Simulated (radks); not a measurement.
Trend from Mg to Ar: ionisation energy by Delta-SCF between NIST ground configurations, and size. All-electron calculation, Dirac Kohn-Sham, PBE, spin-unpolarised, spherical densities, point nucleus; open shells fill j = l - 1/2 first. Program: a radial shooting solver on a logarithmic mesh with Libxc functionals.

species  configuration  IE (eV)  NIST (eV)  kind   -e(HOMO) (eV)  outermost  <r> outermost (bohr)
Mg            [Ne] 3s2    7.960      7.646  exp.   4.705 (3s1/2)      3s1/2                  3.15
Al        [Ne] 3s2 3p1    5.772      5.986  exp.   2.718 (3p1/2)      3p1/2                  3.44
Si        [Ne] 3s2 3p2    7.755      8.152  exp.   4.090 (3p1/2)      3p1/2                  2.79
P         [Ne] 3s2 3p3    9.696     10.487  exp.   5.477 (3p3/2)      3p3/2                  2.38
S         [Ne] 3s2 3p4   11.726     10.360  exp.   6.971 (3p3/2)      3p3/2                  2.08
Cl        [Ne] 3s2 3p5   13.822     12.968  exp.   8.547 (3p3/2)      3p3/2                  1.85
Ar                [Ar]   15.992     15.760  exp.  10.211 (3p3/2)      3p3/2                  1.67

Reference values: NIST Atomic Spectra Database (exp. = measured, semi-emp. = semi-empirical, theory = theoretical value adopted there). Spin polarisation and multiplet splitting are left out, so open shells lie too high by an amount that depends on their filling.

Beside tabulated values, note that spin-unpolarised runs miss the spin-polarisation part of the exchange energy of open shells.
